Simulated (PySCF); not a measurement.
Nb(F)4(Me) (CH3F4Nb), SMILES [CH3][Nb]([F])([F])([F])[F], multiplicity 1.

Geometry optimised at r2SCAN-D4/def2-SVP. The multiplicity is an assumed one; no other spin state was optimised. The structure was generated by enumeration; whether it is a known compound was not checked. The def2 effective core potentials stand for the cores of Nb; spin–orbit coupling is left out.

Two levels are set side by side: TDA-PBE/def2-SVPD (PySCF) and TDA-B3LYP/def2-SVPD (PySCF). Vertical, same geometry. The lowest singlet is HOMO→LUMO 99 % with PBE and HOMO→LUMO 99 % with the other functional; states are paired by order. Differences are taken from unrounded values.

| quantity | TDA-B3LYP | TDA-PBE | TDA-PBE minus TDA-B3LYP |
|---|---|---|---|
| lowest singlet excitation (eV) | 4.35 | 4.20 | -0.14 |
| lowest triplet excitation (TDA) (eV) | 3.90 | 3.75 | -0.15 |

Functionals without exact exchange tend to place singlet excitations lower, as here. Differences between two approximate levels are no errors against the true value.

Rough cost on one machine, each run with all the roots and properties that it gave: TDA-B3LYP against TDA-PBE about 2 times.
